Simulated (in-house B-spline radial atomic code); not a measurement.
Results of a calculation; reference values are marked as such.
# Making a Troullier-Martins s channel for Co, r_c = 0.76 bohr

Co, [Ar] 3d7 4s2, non-relativistic LDA (VWN5), spherical and spin-unpolarised, from an all-electron radial atomic-structure program (B-spline basis) (atomic units). The all-electron 3s level is ε = -3.651812 hartree, its outermost node lies just inside 0.33 bohr and its outer maximum at 0.68 bohr.

Inside r_c the pseudo-orbital is u(r) = r^1 exp(p(r)), with p = c0 + c2 r² + c4 r⁴ + … + c12 r¹². The seven coefficients follow from p and its first four derivatives at r_c, from zero curvature of the screened potential at the origin, c4 = −c2²/(2l + 5), and from the norm inside r_c. At r_c the all-electron orbital has P = 1.223864, P' = -0.8182985, the screened potential V = -6.67046, V' = 19.74565, V'' = -77.70428, and the norm inside is Q = 0.5088905.

(1) What are p, p' and p'' at r_c?

For a trial c2 the five matching conditions are linear in c0, c6, c8, c10 and c12, and c2 is varied until the norm inside r_c equals Q. The root nearest zero gives:

| n | c_n |
| --- | --- |
| 0 | 0.1062733 |
| 2 | 4.146476 |
| 4 | -3.438652 |
| 6 | -27.77918 |
| 8 | 73.31958 |
| 10 | -72.69313 |
| 12 | 26.60859 |

(2) Check c4 and p(r_c), and find the screened pseudopotential at the origin.

Orbitals and screened potentials:

| r (bohr) | P | u | V all-electron | V pseudo |
| --- | --- | --- | --- | --- |
| 0.076 | -0.01526 | 0.08656 | -272.2 | 8.765 |
| 0.19 | -0.6654 | 0.244 | -79.78 | 7.948 |
| 0.304 | -0.09453 | 0.4735 | -38.63 | 4.102 |
| 0.418 | 0.6375 | 0.7887 | -22.36 | -3.385 |
| 0.532 | 1.092 | 1.1 | -14.2 | -9.708 |
| 0.646 | 1.255 | 1.254 | -9.531 | -9.602 |
| 0.76 | 1.224 | 1.224 | -6.67 | -6.67 |

Logarithmic derivatives P'/P at R = 1.06 bohr, for energies E around ε:

| E − ε (hartree) | all-electron | pseudo |
| --- | --- | --- |
| -0.5 | -0.74389 | -0.744926 |
| -0.25 | -1.21364 | -1.21396 |
| -0.1 | -1.53808 | -1.53814 |
| 0 | -1.77609 | -1.77609 |
| 0.1 | -2.03432 | -2.03439 |
| 0.25 | -2.46625 | -2.4668 |
| 0.5 | -3.3394 | -3.34244 |

(3) With P(R) = 0.8215852 and a norm of 0.8358707 inside R, what slope in energy does norm conservation fix?

## Answers

(1) p = ln(P/r_c^1) = ln(1.223864/0.76) = 0.47645. p' = P'/P − 1/r_c = -0.66862 − 1.31579 = -1.98441. The radial equation gives p'' = 2(V − ε) − 2(1) p'/r_c − p'² = -6.03730 − (-5.22213) − 3.93788 = -4.75304. Differentiating, p''' = 2V' + 2(1)p'/r_c² − 2(1)p''/r_c − 2p'p'' = 26.264, and p'''' = 2V'' − 4(1)p'/r_c³ + 4(1)p''/r_c² − 2(1)p'''/r_c − 2p''² − 2p'p''' = -180.3.

(2) −c2²/5 = -3.43865, as listed. The terms c_n r_c^n are 0.10627, 2.39500, -1.14721, -5.35305, 8.16072, -4.67336, 0.98806, which sum to 0.47645. Inverting the radial equation, V_l(r) = ε + 1 p'/r + (p'' + p'²)/2, so V_l(0) = ε + (2l + 3) c2 = -3.651812 + 3 × (4.14648) = 8.7876 hartree, finite where the all-electron potential diverges.

(3) d(P'/P)/dE = −2 × (norm inside R)/P(R)² = -2.4766 per hartree·bohr at E = ε, for both atoms, since orbital and norm agree at R. Differences over ±0.1 hartree give -2.4812 (all-electron) and -2.4813 (pseudo), which also hold third-order terms. Half a hartree below ε the two curves differ by -0.0010.
